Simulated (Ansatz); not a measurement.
Reaction (hydrogenolysis of the Al–Si bond): `O[SiH2][AlH][F]` + H₂ → `[F][AlH2]` + `O[SiH3]`

Isolated molecules relaxed with PBE0-D4/def2-TZVP in Ansatz; ΔE leaves out vibrations. CBS: MP2 limit from def2 TZ/QZ plus the TZ coupled-cluster correction, frozen cores. This one scheme is used for every species. DFT in def2-TZVPP. B3LYP here is the variant with VWN-RPA as its local correlation; programs differ in this. HSE06 is defined as in plane-wave codes. One conformer a species, not always the lowest.

`O[SiH2][AlH][F]`:

Cartesian coordinates in Å:
```
O 1.613 0.682 0.843
Si 0.388 -0.433 0.783
Al -1.056 -0.061 -1.178
F -0.833 1.425 -1.881
H 1.427 1.552 0.487
H -0.432 -0.400 2.033
H 1.041 -1.770 0.750
H -2.149 -0.997 -1.838
```

H₂:

```xyz
2

H     0.151    0.139   -0.312
H    -0.151   -0.139    0.312
```

`[F][AlH2]`:

Cartesian coordinates in Å:
```
F -0.888 -0.281 1.294
Al 0.031 0.009 -0.045
H -0.716 0.033 -1.432
H 1.573 0.239 0.183
```

`O[SiH3]`:

Z-matrix (Å, degrees):
```
Si
O 1 1.648
H 1 1.489 2 111.7
H 1 1.489 2 111.7 3 120.9
H 1 1.481 2 105.9 3 -119.6
H 2 0.957 1 117.9 3 -60.5
```

```tsv
level	ΔE (kJ/mol)	difference from CCSD(T)/CBS
LDA (SPW92)	-13.2	14.6
PBE-D4	-9.2	18.6
revPBE-D4	-8.9	18.9
BLYP-D4	-20.4	7.4
r2SCAN-D4	-20.7	7.1
B97M-V	-36.4	-8.6
PBE0-D4	-17.6	10.2
B3LYP-D4	-26.4	1.4
r2SCAN0-D4	-25.9	1.9
HSE06-D4	-17.5	10.3
BHLYP-D4	-34.9	-7.1
CAM-B3LYP-D4	-33.9	-6.1
ωB97X-V	-28.9	-1.1
ωB97M-V	-33.4	-5.6
PBE-QIDH	-28.7	-0.9
PBE	-13.3	14.5
revPBE	-14.7	13.1
BLYP	-28.1	-0.3
r2SCAN	-21.8	6.0
B3LYP	-33.1	-5.3
r2SCANh	-24.0	3.8
r2SCAN0	-27.3	0.5
HSE06	-21.2	6.6
BHLYP	-42.2	-14.4
CAM-B3LYP	-38.1	-10.3
LC-ωPBE	-28.7	-0.9
RPA@PBE/def2-TZVPP	-33.5	-5.7
HF/def2-SVP	-61.3	-33.5
MP2/def2-SVP	-42.8	-15.0
CCSD/def2-SVP	-44.1	-16.3
HF/def2-TZVPP	-57.5	-29.7
MP2/def2-TZVPP	-33.8	-6.0
SCS-MP2/def2-TZVPP	-38.9	-11.1
CCSD(T)/def2-TZVPP	-30.8	-3.0
HF/def2-QZVPP	-58.0	-30.2
MP2/def2-QZVPP	-32.3	-4.5
SCS-MP2/def2-QZVPP	-37.4	-9.6
HF/CBS(def2)	-58.1	-30.3
MP2/CBS(def2)	-30.8	-3.0
CCSD/CBS(def2)	-32.5	-4.7
CCSD(T)/CBS	-27.8	0
```

Largest T1 diagnostic among the species: 0.013.

In def2-TZVPP, CCSD(T) changes the Hartree–Fock value by +26.7 kJ/mol (the triples alone add +4.8 kJ/mol) and MP2 by +23.7 kJ/mol. The D4 term adds +6.7 kJ/mol with B3LYP and +3.8 kJ/mol with PBE0; it sums over pairs of atoms, weighted by their polarisabilities, and B3LYP, whose exchange is more repulsive, gets the larger term. From PBE to PBE0 (25 % exact exchange), in def2-TZVPP and without D4, ΔE moves by −8.0 kJ/mol.
